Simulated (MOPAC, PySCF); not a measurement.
[Hf(Cl)(F)3], neutral singlet in the gas phase. 

Z-matrix (Å, degrees):
```
Hf
F 1 1.9017
F 1 1.9017 2 108.62
F 1 1.9017 2 108.62 3 -117.98
Cl 1 2.3529 2 110.31 3 121.01
```
Charge 0, spin multiplicity 1.

All levels are single points at this geometry (r2SCAN-D4/def2-SVP); Pople sets use spherical d functions. Orbital energies aren't observables, and empty levels follow the basis.

```
level                                   HOMO (eV)  LUMO (eV)  gap (eV)  dipole (D)  vertical IE, Delta-SCF (eV)
--------------------------------------  ---------  ---------  --------  ----------  ---------------------------
TPSSh-D3(BJ)/def2-TZVP in PySCF             -9.24      -1.64      7.59        0.05                            –
B3LYP/6-31G* (LANL2DZ on Hf) in PySCF       -9.70      -1.72      7.98        0.51                        13.50
M06-2X/6-31G* (LANL2DZ on Hf) in PySCF     -11.41      -0.73     10.68        0.47                            –
SVWN5/6-31G* (LANL2DZ on Hf) in PySCF       -8.68      -2.51      6.18        0.51                            –
HF/6-31G* (LANL2DZ on Hf) in PySCF         -13.50       1.79     15.29        0.51                        13.07
PM6 in MOPAC                               -11.78      -2.40      9.38        1.21                            –
```
